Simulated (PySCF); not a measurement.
1-chlorobuta-1,2-diene (C4H5Cl), SMILES CC=C=CCl.

Coordinates come from a B3LYP-D3(BJ)/def2-SVP optimisation.

Two levels are set side by side: PBE/def2-TZVP (PySCF) and HF/def2-TZVP (PySCF). Same geometry, gas phase. Differences are taken from unrounded values.

```
quantity                        HF
---------------------------  -----
orbital gap (eV)             13.29
highest occupied level (eV)  -9.88
lowest empty level (eV)       3.40
dipole moment (D)             2.44
mean polarisability (bohr³)   63.8
```

Task: What does PBE give, and how far is it from HF? (Estimate from the structure and the level; the computed values follow.)

Result: 
```
quantity                       PBE  PBE minus HF
---------------------------  -----  ------------
orbital gap (eV)              4.46         -8.83
highest occupied level (eV)  -6.06          3.83
lowest empty level (eV)      -1.60         -5.00
dipole moment (D)             2.17         -0.28
mean polarisability (bohr³)   67.0           3.2
```

Without exact exchange PBE keeps part of each electron's self-repulsion, which lifts occupied levels and narrows the gap. PBE's more diffuse valence density responds more strongly to a field. Differences between two approximate levels are no errors against the true value.

Rough cost on one machine, each run with all the roots and properties that it gave: HF against PBE about 1/3.
